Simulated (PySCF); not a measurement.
## Induced dipoles and field energies

Species: C8H8.
Structure used (GFN2-xTB), in Å, numbered top down from 1:
```
atom  x, y, z in Å
C1     4.6438    1.6106   -1.0437
C2     3.6056    1.1364   -0.6598
C3     2.4374    0.5968   -0.2220
C4     1.4159    0.0990    0.1844
C5     0.1756   -0.4738    0.6500
C6    -1.0377    0.1674   -0.0478
C7    -2.3118   -0.4213    0.4664
C8    -3.1788   -1.0860   -0.2734
H9     5.5493    2.0208   -1.3759
H10    0.1809   -1.5509    0.4529
H11    0.0982   -0.3276    1.7325
H12   -0.9614    0.0147   -1.1262
H13   -1.0269    1.2440    0.1468
H14   -2.4921   -0.2821    1.5255
H15   -4.0833   -1.4996    0.1395
H16   -3.0223   -1.2395   -1.3291
```

Level: PBE0/def2-SVPD (PySCF); nuclei fixed, core orbitals frozen in the response. Permanent dipole (-1.050, -0.340, 0.374) D (1 au = 2.5417 D). Static polarisability (au):

```
x   153.94  37.30 -16.83
y    37.30  79.50  -6.74
z   -16.83  -6.74  75.55
```

Only the terms in μ and α are kept: μ(F) = μ + αF and ΔE = −μ·F − ½ F·αF.

(1) A field of 0.008 au (0.411 V/Å) is applied along each axis in both senses. Find the induced dipole, the size of the total dipole and the two energy terms.

(2) For the field (-0.0008, 0.0056, 0.0072) au, what is the induced dipole, and what angle does it make with the field?

(3) Which field along μ doubles the dipole in that direction (linear response)?

(4) What field makes μF equal to kT at 100 K?

(5) A unit point charge sits 6 Å away. Estimate the induction energy −αe²/2R⁴ with the mean polarisability, treating the molecule as a point.

## Answers

(1) 
| field along | induced x (D) | induced y (D) | induced z (D) | total size (D) | −μ·F (kJ/mol) | −½F·αF (kJ/mol) |
| --- | --- | --- | --- | --- | --- | --- |
| +x | 3.130 | 0.758 | -0.342 | 2.122 | +8.677 | -12.933 |
| −x | -3.130 | -0.758 | 0.342 | 4.381 | -8.677 | -12.933 |
| +y | 0.758 | 1.617 | -0.137 | 1.331 | +2.810 | -6.679 |
| −y | -0.758 | -1.617 | 0.137 | 2.713 | -2.810 | -6.679 |
| +z | -0.342 | -0.137 | 1.536 | 2.411 | -3.091 | -6.347 |
| −z | 0.342 | 0.137 | -1.536 | 1.376 | +3.091 | -6.347 |

(2) αF = (-0.090, 0.932, 1.321) D, at 3.2° to the field. The polarisability along this direction, F·αF/F², is 69.47 au, against a mean of 103.00 au.

(3) The polarisability along the dipole is 170.14 au, so F = 0.4585 au / 170.14 au = 0.0027 au = 0.14 V/Å; higher-order terms are ignored.

(4) kT = 0.3167 × 10⁻³ Eh, so F = 0.000691 au = 3.55 MV/cm.

(5) R = 11.34 bohr, so the energy is −103.0/(2 × 11.34⁴) Eh = -8.18 kJ/mol. The charge–dipole term at its most favourable orientation, −μe/R², is -9.36 kJ/mol.

One conformer (not necessarily the lowest) at the GFN2-xTB geometry, without solvent, vibrations or thermal averaging.
